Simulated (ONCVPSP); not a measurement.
**tantalum (Ta), ONCV: configuration errors across variants**

```
Element                 : Ta (Z = 73)
Generator               : ONCVPSP 4.0.1
Type                    : optimised norm-conserving Vanderbilt (ONCV)
Functional              : PBE
Relativity              : scalar-relativistic
Frozen core             : [Xe] 4f14
Valence charge          : 5
Reference configuration : 5d3 6s0.5 (charge +1.5)
Partial waves           : 6s: rc 2.85 bohr, ncon 4, nbas 7, qcut 2.2 1/bohr, 2 projectors, debl 3.2 Ha; p scattering state at 0.37 Ha: rc 2.55 bohr, ncon 3, nbas 8, qcut 3 1/bohr, 2 projectors, debl 3 Ha; 5d: rc 3.00 bohr, ncon 3, nbas 8, qcut 4.3 1/bohr, 1 projector
Local potential         : polynomial inside 1.80 bohr (lpopt 5, dvloc0 0 Ha)
Core correction         : Teter function, fcfact 4.75, rcfact 1.65
```

In the p channel the program set the typed energies aside and used 0.050, 3.050 Ha.

All-electron excitation energies from the reference (eV): (1) 5d3 6s2 -15.102; (2) 5d3 6s1 -6.635; (3) 5d3 6s0 8.338; (4) 5d3 6s0 6p1 -1.556.

A true bound ghost makes a file unfit for plane-wave use even where its test errors are small: the radial tests pick states by their node count and pass the ghost by.

Errors AE − PS in meV (a dash: test not solved or not reliable):

```csv
change,(1),(2),(3),(4),bound ghosts,GHOST(+) flags above zero
base,-275,-37,-45,+9.7,none,"s, p, d"
"local potential polynomial inside 1.80 bohr (lpopt 5, dvloc0 -2.5 Ha)",–,-38,-45,+18,s,"s, p"
"local potential polynomial inside 1.80 bohr (lpopt 5, dvloc0 1 Ha)",-275,-37,-45,+7.7,none,"s, p"
"local potential polynomial inside 1.80 bohr (lpopt 5, dvloc0 2.5 Ha)",-278,-37,-45,+5.7,none,"s, p"
"local potential polynomial inside 1.80 bohr (lpopt 5, dvloc0 3.5 Ha)",-278,-37,-45,+4.7,none,"s, p"
"local potential polynomial inside 1.80 bohr (lpopt 5, dvloc0 5 Ha)",-278,-37,-45,+3.3,none,"s, p"
"local potential polynomial inside 1.80 bohr (lpopt 5, dvloc0 6.5 Ha)",-278,-37,-45,+2.0,none,"s, p"
"local potential polynomial inside 1.80 bohr (lpopt 5, dvloc0 8 Ha)",-278,-37,-45,+0.7,none,s
"local potential polynomial inside 1.80 bohr (lpopt 5, dvloc0 9.5 Ha)",-278,-37,-45,-0.6,none,s
```

Question: Give the same row for: local potential polynomial inside 1.80 bohr (lpopt 5, dvloc0 -1 Ha).

Answer: -275, -37, -45, +12; bound ghosts: s; GHOST(+) flags above zero: p.
